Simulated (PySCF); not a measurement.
CH4FNOSi2, SMILES [Si@@H]1(N=CO[SiH2]1)F. Heavy atoms are numbered as in [F:1][Si@H:2]1[N:3]=[CH:4][O:5][SiH2:6]1. Hydrogens are named by the atom that carries them.

Geometry optimised at r2SCAN-D4/def2-SVP. The structure was generated by enumeration; whether it is a known compound was not checked.

These are PBE/def2-TZVP (PySCF) values and carry that method's errors.

ESP charges are fitted to the potential on shells at 1.4 to 2.0 van der Waals radii. Atomic charges (e), one atom of each kind:

```
atom          IAO  ESP fit
----------  -----  -------
F1          -0.51    -0.25
Si2 (SiH)    1.02     0.61
N3          -0.60    -0.58
C4 (CH)      0.22     0.46
O5          -0.54    -0.31
Si6 (SiH2)   0.55     0.05
H on Si2    -0.12    -0.08
H on C4      0.16     0.06
H on Si6    -0.09     0.01
```

Problem. Give the Mayer and Wiberg (Löwdin basis) orders of the bonds. (An estimate is asked for; the answer gives what the named calculation found.)

Solution. 
```
bond     Mayer  Wiberg
-------  -----  ------
F1–Si2    1.13    1.72
Si2–N3    1.14    1.32
N3–C4     1.84    2.26
C4–O5     1.18    1.75
Si2–Si6   0.91    1.02
O5–Si6    0.98    1.29
```
